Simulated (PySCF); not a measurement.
Identify the compound

The spectra below were simulated for a compound C$_{6}$H$_{7}$N$_{3}$Si.

1H NMR (300 MHz, computed): δ 11.42 (br s, 1H), 8.60 (d, 1H), 7.97 (d, 1H), 7.72 (m, 1H), 4.80 (s, 3H).

13C{1H} NMR (computed): δ 147.3 (C), 145.0 (C), 140.2 (CH), 129.0 (CH), 127.8 (CH), 113.3 (C).

- GIAO PBE0/pcSseg-1 shieldings
- coordinates at the GFN2-xTB level
- program: PySCF 2.14.0 with density-fitted response routines
- equivalent nuclei averaged, relativity neglected, gas phase, single conformer

Chemical shifts δ = σref − σ; 1H (31.72 ppm) and 13C (186.93 ppm) against TMS, all at this level.

Q: Choose the structure that fits.
A. [SiH3]n1nc2ccccc2n1
B. [SiH3]c1ccc2n[nH]nc2c1
C. [SiH3]c1nnn2ccccc12
D. [SiH3]c1cccc2nn[nH]c12

A: D. 

- The formula gives 6 degrees of unsaturation (2 rings in the answer).
- 6 carbon signals for 6 carbons: no two carbons are equivalent.
- Carbon types of the structure: 3 × C, 3 × CH, leaving 4 H on heteroatoms.
- δC 147.3, 145.0: ring-fusion aromatic carbon.
- δC 140.2, 129.0, 127.8: aromatic CH.
- δC 113.3: substituted aromatic carbon.
- δH 11.42: hydrogen on a pyrrole-type ring nitrogen; labile proton, position sensitive to the medium.
- δH 8.60, 7.97, 7.72: hydrogen on an aromatic CH; the ring current deshields protons in the ring plane.

The others: [SiH3]c1nnn2ccccc12 would give 5 signals for carbon-bound and other non-exchanging H, not 4; [SiH3]n1nc2ccccc2n1 would give 3 carbon signals, not 6; [SiH3]c1ccc2n[nH]nc2c1 has carbons computed at 148.8, 148.2, 137.6, 134.0, 133.0, 124.3.

OH and NH positions are those of a molecule without intermolecular hydrogen bonds; in solution they move with solvent, concentration and temperature, and exchange usually removes their couplings. Shifts are as computed. Against solution values, carbons near 30 ppm lie about +3 ppm off and those near 130 ppm about +5 ppm. Of 1211 compounds with measured shifts, 218 miss one by over three times the rms of a fit or turn the order of signals round; such compounds aren't used in these exercises. Multiplicities follow the n + 1 count of equivalent neighbours, as no J values were calculated; m marks all less simple cases, F and P coupling included.
